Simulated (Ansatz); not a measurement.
`C[CH2][Al]([Cl])[Br]` and `[SiH3][O][Al]([Cl])[Br]` differ in one atom or group.

Ansatz, PBE0-D4/def2-TZVP geometries, multiplicity 1. Each molecule was computed in one conformer, which needn't be the lowest.

Scalar relativity is left out up to krypton.

| property | `C[CH2][Al]([Cl])[Br]` |
| --- | --- |
| HOMO energy (B3LYP/def2-TZVPP) / eV | -8.02 |
| size of the dipole moment (ωB97M-V/def2-TZVPP) / D | 2.09 |
| LUMO energy (B3LYP/def2-TZVPP) / eV | -1.19 |
| HOMO energy (PBE/def2-TZVPP) / eV | -6.98 |
| HOMO–LUMO gap (PBE/def2-TZVPP) / eV | 5.22 |
| HOMO–LUMO gap (ωB97M-V/def2-TZVPP) / eV | 11.07 |

Q: What does the change do to each property? (An estimate is asked.)

A: The calculation gave: 
```json
{"property": "HOMO energy (B3LYP/def2-TZVPP) / eV", "`[SiH3][O][Al]([Cl])[Br]`": "-8.48", "shift": "-0.46"}
{"property": "size of the dipole moment (ωB97M-V/def2-TZVPP) / D", "`[SiH3][O][Al]([Cl])[Br]`": "0.84", "shift": "-1.25"}
{"property": "LUMO energy (B3LYP/def2-TZVPP) / eV", "`[SiH3][O][Al]([Cl])[Br]`": "-1.45", "shift": "-0.26"}
{"property": "HOMO energy (PBE/def2-TZVPP) / eV", "`[SiH3][O][Al]([Cl])[Br]`": "-7.40", "shift": "-0.42"}
{"property": "HOMO–LUMO gap (PBE/def2-TZVPP) / eV", "`[SiH3][O][Al]([Cl])[Br]`": "5.36", "shift": "0.14"}
{"property": "HOMO–LUMO gap (ωB97M-V/def2-TZVPP) / eV", "`[SiH3][O][Al]([Cl])[Br]`": "11.49", "shift": "0.42"}
```

With PBE0 the HOMO falls by 0.53 eV and the LUMO falls by 0.19 eV, so the gap widens by about 0.34 eV. PBE moves the HOMO by -0.42 eV and ωB97M-V by -0.58 eV. Dipoles are sizes alone; their direction can turn.

B3LYP here is the variant with VWN-RPA as its local correlation; programs differ in this.

Spin–orbit coupling is left out; it splits and shifts lone-pair levels of the heavy atoms by tenths of an eV.
